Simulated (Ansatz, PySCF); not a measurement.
**One recipe, two programs**

Each step was found twice, by two independent programs: Ansatz 0.2.0 (Cholesky-factored integrals) and PySCF 2.14 (density fitting with its default auxiliary sets, JK sets also for MP2 and CCSD(T)), each with its own PBE0-D4/def2-TZVP structures. Gas-phase electronic energies, without zero-point energy, by CCSD(T) at an estimated basis limit (MP2 extrapolated from triple and quadruple zeta, plus CCSD(T) − MP2 in triple zeta); def2-TZVPP and QZVPP, frozen cores, on PBE0-D4/def2-TZVP structures. Extrapolation: Hartree–Fock as exp(−7.88 √X), correlation as X^−2.97. Barriers and step energies count from each program's own start structure, in kcal/mol.

| step | barrier, Ansatz | barrier, PySCF | step energy, Ansatz | step energy, PySCF |
| --- | --- | --- | --- | --- |
| SiHF₃ ([F][SiH]([F])[F]) + H₂O → SiH₂OF₂ ([OH][SiH]([F])[F]) + HF | 28.31 | 28.04 | 5.28 | 5.19 |
| CH₆Si ([CH3][SiH3]) + NH₃ → SiNH₅ ([NH2][SiH3]) + CH₄ | 54.75 | 54.52 | -10.14 | -10.02 |
| CH₅ClSi ([CH3][SiH2][Cl]) → SiHCl ([SiH][Cl]) + CH₄ | 76.96 | 76.59 | 45.67 | 45.50 |
| BH₃O₂ ([OH][BH][OH]) + HCl → BH₂ClO₂ ([OH][B]([OH])[Cl]) + H₂ | 37.68 | 35.07 | -10.18 | -12.33 |
| SiH₂SF₂ ([F][SiH]([F])[SH]) → SiF₂ + H₂S | 71.70 | 71.40 | 44.88 | 44.80 |

**Question.** Where do the two programs differ most in the barrier, and how do such differences compare with 1 kcal/mol (0.043 eV)?

**Answer.** For BH₃O₂ ([OH][BH][OH]) + HCl → BH₂ClO₂ ([OH][B]([OH])[Cl]) + H₂, by 2.62 kcal/mol. That is more than 1 kcal/mol, too much for integral approximations; the structures differ: interatomic distances by up to 0.71 Å at the start and 0.00 Å at the saddle.

T1 diagnostic: at most 0.016. The restricted Hartree–Fock reference is unstable towards an unrestricted one at one or more of these structures.

Labels in which every atom is bracketed show which atoms are joined, not bond orders.
